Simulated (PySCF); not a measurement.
All values below come from B3LYP-D3(BJ)/def2-TZVP // B3LYP-D3(BJ)/def2-SVP (PySCF). Gas-phase values, no solvent. One relaxed conformer stands for a flexible species; it need not be the lowest. B3LYP has the VWN-RPA correlation part, as in Gaussian. Excitations are Tamm–Dancoff values on a coarser integration grid. The basis has no diffuse functions, so Rydberg states are missing or too high.

Reference species (SMILES): `Bc1ccc(F)o1` (neutral, multiplicity 1).

```
Property           Result
---------------  --------
HOMO             -7.03 eV
LUMO             -2.18 eV
S1–T1 gap (TDA)   1.98 eV
```

Changed species: `Bc1cc(F)co1`.

Problem. Give the shifts of the HOMO, LUMO and S1–T1 gap (TDA).

Solution. the HOMO falls by 0.09 eV, to -7.12 eV; the LUMO drops by 0.22 eV, to -2.40 eV; the S1–T1 gap (TDA) falls by 0.08 eV, to 1.90 eV.
